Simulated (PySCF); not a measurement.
## Polarisability and C₆ of P⁺ (phosphorus, charge +1)

[Ne] 3s2 3p2, high-spin 3P determinant. Calculation: PySCF 2.14, in an even-tempered Gaussian basis (22 s from 0.01 bohr⁻², ratio 2.5; 15 p from 0.013 bohr⁻², ratio 2.5; 6 d from 0.46 bohr⁻², ratio 2.7; 5 f from 0.69 bohr⁻², ratio 2.7); scalar relativity by spin-free X2C-1e. Coupled (time-dependent) response in atomic units; α is the mean over directions.

| method | mean α (bohr³) | α xx, yy, zz | C₆ (like pair) | S(−4) |
| --- | --- | --- | --- | --- |
| UHF | 10.77 | 10.82, 10.74, 10.74 | 44.56 | 62.86 |
| PBE0 | 10.25 | 10.21, 10.27, 10.27 | 42.18 | 49.48 |

S(−4) is the Cauchy moment in α(ω) = α(0) + S(−4) ω² + …

α(iu) at UHF:

| u (hartree) | α(iu) (bohr³) |
| --- | --- |
| 0 | 10.77 |
| 0.0500 | 10.61 |
| 0.100 | 10.20 |
| 0.200 | 8.950 |
| 0.300 | 7.609 |
| 0.500 | 5.413 |
| 0.750 | 3.641 |
| 1.00 | 2.574 |
| 1.50 | 1.477 |
| 2.00 | 0.9699 |
| 3.00 | 0.5310 |
| 5.00 | 0.2489 |

A single London oscillator, α(iu) = α/(1 + u²/ω²), gives C₆ = (3/4) ω α². Matching the computed C₆ needs ω = 4 × 44.56 / (3 × 10.77²) = 0.512 hartree.

For an ion, C₆ is the dispersion term alone; charge-induced terms of lower order in 1/R come first.

The components differ because the open shell of this determinant is not spherical; for a pure term their mean is the scalar polarisability.
